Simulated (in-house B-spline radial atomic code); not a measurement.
A radial electron density 4πr²n(r) was computed for an atom or ion in its tabulated ground configuration with a B-spline radial code for spherical atoms; method: non-relativistic B3LYP, spin-polarised, spherical fractional occupations, exact exchange averaged over the configuration. Columns: r (bohr), 4πr²n(r) (electrons per bohr), bar.

```
  0.0031   0.4875 #
 0.00371   0.6822 #
 0.00445   0.9542 ##
 0.00533    1.324 ###
 0.00638    1.823 ####
 0.00763    2.486 #####
 0.00914    3.369 #######
  0.0109    4.481 #########
  0.0131    5.955 ############
  0.0157    7.751 ###############
  0.0188    9.884 ###################
  0.0225    12.31 ########################
  0.0269    14.91 #############################
  0.0323    17.57 ##################################
  0.0386    19.84 ######################################
  0.0462    21.49 ##########################################
  0.0554    22.15 ###########################################
  0.0663    21.65 ##########################################
  0.0794     20.1 #######################################
  0.0951    18.04 ###################################
   0.114    16.31 ################################
   0.136    15.82 ###############################
   0.163       17 #################################
   0.195    19.44 ######################################
   0.234    21.95 ##########################################
    0.28    22.78 ############################################
   0.335    20.91 ########################################
   0.402    16.46 ################################
   0.481    11.19 ######################
   0.576    7.043 ##############
   0.689    5.295 ##########
   0.825    5.603 ###########
   0.988    6.535 #############
    1.18     6.69 #############
    1.42    5.598 ###########
     1.7    3.829 #######
    2.03    2.153 ####
    2.43     0.97 ##
    2.91   0.3455 #
    3.49  0.09304 
    4.18  0.01824 
       5 0.002453
```

(1) Which atom or ion is it?
A. Ti2+
B. K2+
C. K
D. K+

## Answers

(1) D. The area under the curve, ∫4πr²n dr = ∫r·4πr²n d(ln r) on this logarithmic grid, is 18 electrons, which only this option has. The configuration is [Ne] 3s2 3p6.
